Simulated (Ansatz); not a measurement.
Compare A (`CC[CH](O)[AlH2]`) with its isomer B (`CC(C)[O][AlH2]`).

Calculated with Ansatz (gas phase, PBE0-D4/def2-TZVP geometries, no zero-point term in ΔE). CBS: MP2 limit from def2 TZ/QZ plus the TZ coupled-cluster correction, frozen cores. Functionals use def2-TZVPP. B3LYP here is the variant with VWN-RPA as its local correlation; programs differ in this. One conformer a species, not always the lowest.

Question: Which is lower in electronic energy at CCSD(T)/CBS, and by how much? (An estimate is asked.)

Answer: Ansatz gave: B, by 184.4 kJ/mol.

Question: Give E(B) − E(A) in kJ/mol with PBE-D4, B3LYP, MP2/def2-TZVPP, r2SCAN-D4, ωB97M-V, HF/def2-TZVPP, CCSD/def2-TZVPP. (Estimate.)

Answer: Computed: PBE-D4 -172.7, B3LYP -185.7, MP2/def2-TZVPP -189.4, r2SCAN-D4 -187.8, ωB97M-V -182.7, HF/def2-TZVPP -197.8, CCSD/def2-TZVPP -186.9. None reverses the order clearly.

Largest T1 diagnostic: 0.012.

In def2-TZVPP, CCSD(T) changes the Hartree–Fock value by +12.5 kJ/mol (the triples alone add +1.5 kJ/mol) and MP2 by +8.4 kJ/mol. From PBE to PBE0 (25 % exact exchange), in def2-TZVPP and without D4, E(B) − E(A) moves by −3.9 kJ/mol.
